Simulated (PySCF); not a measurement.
C₄H₈OSi, SMILES C#C[SiH2]CCO.

Geometry: r2SCAN-D4/def2-SVP. The structure was generated by enumeration, and PubChem lists no compound with its InChIKey, so it may never have been made. One conformer was computed; it need not be the lowest.

The numbers are results of CAM-B3LYP/def2-TZVP in PySCF, not measurements.

| Property | Result |
|---|---|
| total energy | -521.87896 hartree |
| highest occupied level | -9.26 eV |
| lowest empty level | 0.96 eV |
| orbital gap | 10.22 eV |
| dipole moment | 1.74 D |
| quadrupole, principal values (traceless, Buckingham form, about the centre of nuclear charge) | -10.20, -2.72, 12.92 D·Å |
| mean static polarisability | 74.6 bohr³ (11.06 Å³) |
| polarisability, principal values | 62.4, 70.6, 90.9 bohr³ |
